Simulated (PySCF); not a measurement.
CH5BGeN, CH5AlGeN, CH4ClGe, CH5Ge and others (calculated)

All values are calculated (PySCF 2.14.0). Calculation on a computer-drawn molecule: the log of a Hartree-Fock and frozen-core CCSD(T) single point meant for a local Hartree-Fock minimum, with one planted fault or none, to be diagnosed. Offsets are logged minus clean, where the clean run is the same molecule without the fault. The reference is restricted for singlets and unrestricted otherwise, and also for a bond in bohr or an excited solution. Adding or removing an electron swaps singlet and doublet. The excited solution moves the top pair (singlet) or top alpha electron (doublet) to the lowest empty orbital. Highest occupied and lowest empty are orbital energies over both spins, largest force is the largest gradient component, triples share is (T) over the correlation energy, the T1 limit is 0.02 restricted and 0.045 unrestricted, electrons count all cores, a negative frequency is imaginary (commonest isotopes), and the dipole is about the centre of nuclear charge; on germanium a core potential holds 10 electrons, which the energies leave out, and 3d is frozen in MP2 and coupled-cluster steps.

Common to all runs: logged SCF converged yes; possible faults no fault, one electron removed, one electron added, multiplicity raised by two, geometry at a saddle point, SCF held on an excited solution, minimal basis STO-3G, one bond length entered in bohr, all coordinates scaled.

```yaml
- entry: 1
  formula: CH5BGeN
  logged_structure:
    atoms_angstrom:
      - [C, -1.2021, -3.6344, 0.7418]
      - [Ge, -1.3558, -1.9202, 1.7546]
      - [B, -0.2472, -0.1907, 1.3017]
      - ["N", 0.4258, 0.8418, 1.0183]
      - [H, -2.2342, -3.9074, 0.3475]
      - [H, -0.8779, -4.4463, 1.471]
      - [H, -0.46, -3.5431, -0.1084]
      - [H, -2.3621, -1.8474, 2.9676]
      - [H, 0.9725, 1.6885, 0.7926]
  given:
    meant_charge: 1
    meant_multiplicity: 1
    meant_basis: cc-pVDZ
    meant_basis_and_core_potential_on_germanium: "cc-pVDZ-PP ECP10MDF"
    logged_electrons: 54
    logged_basis_functions: 90
    logged_spin_squared: 0.0
    "logged_highest_occupied [eV]": -15.945
    "logged_lowest_empty [eV]": -5.8418
    "logged_largest_force [hartree/bohr]": 0.052185
    logged_T1_diagnostic: 0.019604
    logged_D1_diagnostic: 0.063254
    logged_triples_share: 0.03784
    logged_CC_converged: "yes"
    "logged_dipole_magnitude [debye]": 1.8806
    logged_SCF_stable_within_its_kind: "yes"
    "logged_energy_HF [hartree]": -413.01701
    "logged_energy_CCSD(T) [hartree]": -413.54693
    drawn_bonds_atom: [1, 2, 3, 1, 1, 1, 2, 4]
    drawn_bonds_other_atom: [2, 3, 4, 5, 6, 7, 8, 9]
    drawn_bonds_order: [1, 1, 2, 1, 1, 1, 1, 1]
  results:
    planted_fault: "all coordinates scaled, by +4.1 %"
    "HF_energy_offset_from_clean_run [kcal/mol]": 9.201
    "CCSD(T)_energy_offset_from_clean_run [kcal/mol]": 2.233
- entry: 2
  formula: CH5AlGeN
  logged_structure:
    atoms_angstrom:
      - [C, 2.4807, -0.635, 1.693]
      - [Ge, 1.8016, 1.0615, 1.0916]
      - ["N", 2.4053, 1.8849, -0.2673]
      - [Al, 2.9133, 2.7635, -1.5706]
      - [H, 2.8238, -0.5341, 2.7248]
      - [H, 1.6701, -1.3666, 1.6745]
      - [H, 3.2982, -0.9638, 1.0546]
      - [H, 0.6645, 1.6967, 1.8746]
      - [H, 3.4023, 3.5673, -2.79]
  given:
    meant_charge: 1
    meant_multiplicity: 1
    meant_basis: "cc-pV(D+d)Z"
    meant_basis_and_core_potential_on_germanium: "cc-pVDZ-PP ECP10MDF"
    logged_electrons: 62
    logged_basis_functions: 99
    logged_spin_squared: 2.0179
    "logged_highest_occupied [eV]": -9.9933
    "logged_lowest_empty [eV]": -5.6879
    "logged_largest_force [hartree/bohr]": 0.095269
    logged_T1_diagnostic: 0.037179
    logged_D1_diagnostic: 0.16405
    logged_triples_share: 0.030649
    logged_CC_converged: "yes"
    "logged_dipole_magnitude [debye]": 8.463
    logged_SCF_stable_within_its_kind: "yes"
    "logged_energy_HF [hartree]": -630.17089
    "logged_energy_CCSD(T) [hartree]": -630.63823
    drawn_bonds_atom: [1, 2, 3, 1, 1, 1, 2, 4]
    drawn_bonds_other_atom: [2, 3, 4, 5, 6, 7, 8, 9]
    drawn_bonds_order: [1, 1, 2, 1, 1, 1, 1, 1]
  results:
    planted_fault: "multiplicity raised by two"
    "HF_energy_offset_from_clean_run [kcal/mol]": 73.01
    "CCSD(T)_energy_offset_from_clean_run [kcal/mol]": 90.13
- entry: 3
  formula: CH4ClGe
  logged_structure:
    atoms_angstrom:
      - [C, -0.4132, 1.1993, 1.3298]
      - [Ge, 0.1201, 1.4386, -0.7438]
      - [Cl, 1.6698, -0.6206, -0.8186]
      - [H, -0.9432, 2.168, 1.6848]
      - [H, -1.155, 0.3229, 1.4545]
      - [H, 0.4999, 1.0102, 2.0081]
      - [H, 1.394, 2.5196, -0.4572]
  given:
    meant_charge: -1
    meant_multiplicity: 1
    meant_basis: "aug-cc-pV(D+d)Z"
    meant_basis_and_core_potential_on_germanium: "aug-cc-pVDZ-PP ECP10MDF"
    logged_electrons: 60
    logged_basis_functions: 123
    logged_spin_squared: 0.0
    "logged_highest_occupied [eV]": -3.4604
    "logged_lowest_empty [eV]": 3.7435
    "logged_largest_force [hartree/bohr]": 0.029284
    logged_T1_diagnostic: 0.012721
    logged_D1_diagnostic: 0.03104
    logged_triples_share: 0.033475
    logged_CC_converged: "yes"
    "logged_dipole_magnitude [debye]": 3.2184
    logged_SCF_stable_within_its_kind: "yes"
    "logged_energy_HF [hartree]": -793.13484
    "logged_energy_CCSD(T) [hartree]": -793.61633
    drawn_bonds_atom: [1, 2, 1, 1, 1, 2]
    drawn_bonds_other_atom: [2, 3, 4, 5, 6, 7]
    drawn_bonds_order: [1, 1, 1, 1, 1, 1]
  results:
    planted_fault: "all coordinates scaled, by +5.6 %"
    "HF_energy_offset_from_clean_run [kcal/mol]": 7.923
    "CCSD(T)_energy_offset_from_clean_run [kcal/mol]": 4.512
- entry: 4
  formula: CH5Ge
  logged_structure:
    atoms_angstrom:
      - [C, -0.4741, 2.4153, -0.6683]
      - [Ge, 0.1428, 0.4568, -0.4325]
      - [H, 0.3127, 2.9907, -1.17]
      - [H, -1.3618, 2.4466, -1.3109]
      - [H, -0.7171, 2.9194, 0.2728]
      - [H, -1.0405, -0.004, 0.5644]
      - [H, 1.2149, 0.7286, 0.7435]
  given:
    meant_charge: -1
    meant_multiplicity: 1
    meant_basis: aug-cc-pVDZ
    meant_basis_and_core_potential_on_germanium: "aug-cc-pVDZ-PP ECP10MDF"
    logged_electrons: 43
    logged_basis_functions: 100
    logged_spin_squared: 0.7551
    "logged_highest_occupied [eV]": -9.9527
    "logged_lowest_empty [eV]": -0.11205
    "logged_largest_force [hartree/bohr]": 0.060606
    logged_T1_diagnostic: 0.012416
    logged_D1_diagnostic: 0.030082
    logged_triples_share: 0.029852
    logged_CC_converged: "yes"
    "logged_dipole_magnitude [debye]": 1.0403
    logged_SCF_stable_within_its_kind: "yes"
    "logged_energy_HF [hartree]": -334.0999
    "logged_energy_CCSD(T) [hartree]": -334.39655
    drawn_bonds_atom: [1, 1, 1, 1, 2, 2]
    drawn_bonds_other_atom: [2, 3, 4, 5, 6, 7]
    drawn_bonds_order: [1, 1, 1, 1, 1, 1]
  results:
    planted_fault: "one electron removed"
    "HF_energy_offset_from_clean_run [kcal/mol]": 19.72
    "CCSD(T)_energy_offset_from_clean_run [kcal/mol]": 39.51
- entry: 5
  formula: C2H8Ge2
  logged_structure:
    atoms_angstrom:
      - [C, -1.1471, -0.289, -0.3091]
      - [Ge, -0.3943, -1.9702, -0.9841]
      - [C, 1.5358, -2.0405, -0.7929]
      - [Ge, 2.6012, -0.8091, -0.1123]
      - [H, -0.9335, -0.1659, 0.7546]
      - [H, -2.2308, -0.2939, -0.4432]
      - [H, -0.7383, 0.5664, -0.8508]
      - [H, -1.0287, -3.1506, -0.2256]
      - [H, -0.7701, -2.1346, -2.4683]
      - [H, 2.0278, -2.944, -1.1444]
      - [H, 2.1071, 0.521, 0.4321]
      - [H, 4.1101, -0.9764, -0.0132]
  given:
    meant_charge: 0
    meant_multiplicity: 1
    meant_basis: cc-pVDZ
    meant_basis_and_core_potential_on_germanium: "cc-pVDZ-PP ECP10MDF"
    logged_electrons: 84
    logged_basis_functions: 114
    logged_spin_squared: 0.0
    "logged_highest_occupied [eV]": -8.3518
    "logged_lowest_empty [eV]": 1.888
    "logged_largest_force [hartree/bohr]": 2.132e-05
    "logged_lowest_frequency [cm^-1]": 75.244
    logged_T1_diagnostic: 0.012243
    logged_D1_diagnostic: 0.042201
    logged_triples_share: 0.033038
    logged_CC_converged: "yes"
    "logged_dipole_magnitude [debye]": 1.6899
    logged_SCF_stable_within_its_kind: "yes"
    "logged_energy_HF [hartree]": -667.08233
    "logged_energy_CCSD(T) [hartree]": -667.64442
    drawn_bonds_atom: [1, 2, 3, 1, 1, 1, 2, 2, 3, 4, 4]
    drawn_bonds_other_atom: [2, 3, 4, 5, 6, 7, 8, 9, 10, 11, 12]
    drawn_bonds_order: [1, 1, 2, 1, 1, 1, 1, 1, 1, 1, 1]
  results:
    planted_fault: "no fault"
    "HF_energy_offset_from_clean_run [kcal/mol]": 0.0
    "CCSD(T)_energy_offset_from_clean_run [kcal/mol]": 0.0
- entry: 6
  formula: C2H7GeO
  logged_structure:
    atoms_angstrom:
      - [C, -1.9941, 1.0288, -1.1183]
      - [Ge, -2.6236, -0.6259, -0.2689]
      - [C, -2.631, -0.539, 1.6737]
      - [O, -1.5333, -0.8368, 2.4261]
      - [H, -1.9818, 0.9173, -2.2047]
      - [H, -2.6535, 1.86, -0.8608]
      - [H, -0.9844, 1.269, -0.7794]
      - [H, -1.6823, -1.7847, -0.6504]
      - [H, -4.0446, -0.9464, -0.749]
      - [H, -3.3442, 0.0491, 2.2413]
      - [H, -0.9651, -1.4303, 1.958]
  given:
    meant_charge: 0
    meant_multiplicity: 2
    meant_basis: cc-pVDZ
    meant_basis_and_core_potential_on_germanium: "cc-pVDZ-PP ECP10MDF"
    logged_electrons: 59
    logged_basis_functions: 100
    logged_spin_squared: 0.7561
    "logged_highest_occupied [eV]": -2.1546
    "logged_lowest_empty [eV]": 0.40797
    "logged_largest_force [hartree/bohr]": 0.17092
    "logged_dipole_magnitude [debye]": 4.2801
    logged_SCF_stable_within_its_kind: "no"
    "logged_energy_HF [hartree]": -447.80405
    drawn_bonds_atom: [1, 2, 3, 1, 1, 1, 2, 2, 3, 4]
    drawn_bonds_other_atom: [2, 3, 4, 5, 6, 7, 8, 9, 10, 11]
    drawn_bonds_order: [1, 1, 1, 1, 1, 1, 1, 1, 1, 1]
  results:
    planted_fault: "SCF held on an excited solution"
    "HF_energy_offset_from_clean_run [kcal/mol]": 124.1
  notes: ["coupled-cluster numbers left out as unreliable"]
- entry: 7
  formula: C2H7GeO
  logged_structure:
    atoms_angstrom:
      - [C, -1.9941, 1.0288, -1.1183]
      - [Ge, -2.6236, -0.6259, -0.2689]
      - [C, -2.631, -0.539, 1.6737]
      - [O, -1.5333, -0.8368, 2.4261]
      - [H, -1.9818, 0.9173, -2.2047]
      - [H, -2.6535, 1.86, -0.8608]
      - [H, -0.9844, 1.269, -0.7794]
      - [H, -1.6823, -1.7847, -0.6504]
      - [H, -4.0446, -0.9464, -0.749]
      - [H, -3.3442, 0.0491, 2.2413]
      - [H, -0.9651, -1.4303, 1.958]
  given:
    meant_charge: 0
    meant_multiplicity: 2
    meant_basis: cc-pVDZ
    meant_basis_and_core_potential_on_germanium: "cc-pVDZ-PP ECP10MDF"
    logged_electrons: 59
    logged_basis_functions: 100
    logged_spin_squared: 3.7635
    "logged_highest_occupied [eV]": -2.3751
    "logged_lowest_empty [eV]": -2.3618
    "logged_largest_force [hartree/bohr]": 0.20236
    logged_T1_diagnostic: 0.059264
    logged_D1_diagnostic: 0.36603
    logged_triples_share: 0.033672
    logged_CC_converged: "yes"
    "logged_dipole_magnitude [debye]": 1.6295
    logged_SCF_stable_within_its_kind: "yes"
    "logged_energy_HF [hartree]": -447.6953
    "logged_energy_CCSD(T) [hartree]": -448.32368
    drawn_bonds_atom: [1, 2, 3, 1, 1, 1, 2, 2, 3, 4]
    drawn_bonds_other_atom: [2, 3, 4, 5, 6, 7, 8, 9, 10, 11]
    drawn_bonds_order: [1, 1, 1, 1, 1, 1, 1, 1, 1, 1]
  results:
    planted_fault: "multiplicity raised by two"
    "HF_energy_offset_from_clean_run [kcal/mol]": 192.4
    "CCSD(T)_energy_offset_from_clean_run [kcal/mol]": 186.2
  notes: ["T1 above single-reference limit"]
- entry: 8
  formula: CH7GeSi
  logged_structure:
    atoms_angstrom:
      - [C, 0.1885, -0.5169, -1.7789]
      - [Ge, 0.4416, -2.439, -1.4311]
      - [Si, -0.8371, -3.238, 0.4431]
      - [H, -0.8606, -0.3052, -1.9927]
      - [H, 0.7899, -0.2114, -2.6374]
      - [H, 0.494, 0.0691, -0.9104]
      - [H, 1.9278, -2.7187, -1.1589]
      - [H, 0.0324, -3.2426, -2.6754]
      - [H, -2.3024, -3.0989, 0.2469]
      - [H, -0.4569, -2.5886, 1.7233]
  given:
    meant_charge: 0
    meant_multiplicity: 2
    meant_basis: "cc-pV(D+d)Z"
    meant_basis_and_core_potential_on_germanium: "cc-pVDZ-PP ECP10MDF"
    logged_electrons: 58
    logged_basis_functions: 95
    logged_spin_squared: 0.0
    "logged_highest_occupied [eV]": -16.515
    "logged_lowest_empty [eV]": -6.6953
    "logged_largest_force [hartree/bohr]": 0.050791
    logged_T1_diagnostic: 0.014624
    logged_D1_diagnostic: 0.048336
    logged_triples_share: 0.027409
    logged_CC_converged: "yes"
    "logged_dipole_magnitude [debye]": 5.4027
    logged_SCF_stable_within_its_kind: "yes"
    "logged_energy_HF [hartree]": -623.93781
    "logged_energy_CCSD(T) [hartree]": -624.33104
    drawn_bonds_atom: [1, 2, 1, 1, 1, 2, 2, 3, 3]
    drawn_bonds_other_atom: [2, 3, 4, 5, 6, 7, 8, 9, 10]
    drawn_bonds_order: [1, 1, 1, 1, 1, 1, 1, 1, 1]
  results:
    planted_fault: "one electron removed"
    "HF_energy_offset_from_clean_run [kcal/mol]": 177.6
    "CCSD(T)_energy_offset_from_clean_run [kcal/mol]": 182.5
- entry: 9
  formula: CH10GeSi2
  logged_structure:
    atoms_angstrom:
      - [C, -2.6934, 0.9993, -0.2617]
      - [Ge, -1.447, 1.6824, 1.1004]
      - [Si, -0.6269, -0.0763, 2.5346]
      - [Si, 0.6079, -1.7076, 1.3425]
      - [H, -2.198, 0.2676, -0.9027]
      - [H, -3.5518, 0.5214, 0.2141]
      - [H, -3.0531, 1.82, -0.8851]
      - [H, -2.1571, 2.7452, 1.9549]
      - [H, -0.2571, 2.3655, 0.4055]
      - [H, -1.7791, -0.7375, 3.2017]
      - [H, 0.2385, 0.5102, 3.59]
      - [H, 1.7839, -1.0812, 0.6906]
      - [H, 1.0819, -2.7803, 2.2503]
      - [H, -0.2404, -2.3197, 0.2899]
  given:
    meant_charge: 0
    meant_multiplicity: 1
    meant_basis: "cc-pV(D+d)Z"
    meant_basis_and_core_potential_on_germanium: "cc-pVDZ-PP ECP10MDF"
    logged_electrons: 76
    logged_basis_functions: 133
    logged_spin_squared: 0.0
    "logged_highest_occupied [eV]": -2.3749
    "logged_lowest_empty [eV]": -4.6522
    "logged_largest_force [hartree/bohr]": 0.071439
    logged_CC_converged: "no"
    "logged_dipole_magnitude [debye]": 1.5363
    logged_SCF_stable_within_its_kind: "no"
    "logged_energy_HF [hartree]": -914.37001
    drawn_bonds_atom: [1, 2, 3, 1, 1, 1, 2, 2, 3, 3, 4, 4, 4]
    drawn_bonds_other_atom: [2, 3, 4, 5, 6, 7, 8, 9, 10, 11, 12, 13, 14]
    drawn_bonds_order: [1, 1, 1, 1, 1, 1, 1, 1, 1, 1, 1, 1, 1]
  results:
    planted_fault: "SCF held on an excited solution"
    "HF_energy_offset_from_clean_run [kcal/mol]": 357.1
  notes: ["CCSD not converged"]
- entry: 10
  formula: CH10GeSi2
  logged_structure:
    atoms_angstrom:
      - [C, -2.6934, 0.9993, -0.2617]
      - [Ge, -1.447, 1.6824, 1.1004]
      - [Si, -0.6269, -0.0763, 2.5346]
      - [Si, 0.6079, -1.7076, 1.3425]
      - [H, -2.198, 0.2676, -0.9027]
      - [H, -3.5518, 0.5214, 0.2141]
      - [H, -3.0531, 1.82, -0.8851]
      - [H, -2.1571, 2.7452, 1.9549]
      - [H, -0.2571, 2.3655, 0.4055]
      - [H, -1.7791, -0.7375, 3.2017]
      - [H, 0.2385, 0.5102, 3.59]
      - [H, 1.7839, -1.0812, 0.6906]
      - [H, 1.0819, -2.7803, 2.2503]
      - [H, -0.2404, -2.3197, 0.2899]
  given:
    meant_charge: 0
    meant_multiplicity: 1
    meant_basis: "cc-pV(D+d)Z"
    meant_basis_and_core_potential_on_germanium: "cc-pVDZ-PP ECP10MDF"
    logged_electrons: 75
    logged_basis_functions: 133
    logged_spin_squared: 0.776
    "logged_highest_occupied [eV]": -15.877
    "logged_lowest_empty [eV]": -7.8407
    "logged_largest_force [hartree/bohr]": 0.058021
    logged_T1_diagnostic: 0.017125
    logged_D1_diagnostic: 0.081089
    logged_triples_share: 0.027768
    logged_CC_converged: "yes"
    "logged_dipole_magnitude [debye]": 1.2702
    logged_SCF_stable_within_its_kind: "yes"
    "logged_energy_HF [hartree]": -914.61
    "logged_energy_CCSD(T) [hartree]": -915.14173
    drawn_bonds_atom: [1, 2, 3, 1, 1, 1, 2, 2, 3, 3, 4, 4, 4]
    drawn_bonds_other_atom: [2, 3, 4, 5, 6, 7, 8, 9, 10, 11, 12, 13, 14]
    drawn_bonds_order: [1, 1, 1, 1, 1, 1, 1, 1, 1, 1, 1, 1, 1]
  results:
    planted_fault: "one electron removed"
    "HF_energy_offset_from_clean_run [kcal/mol]": 206.5
    "CCSD(T)_energy_offset_from_clean_run [kcal/mol]": 218.5
```
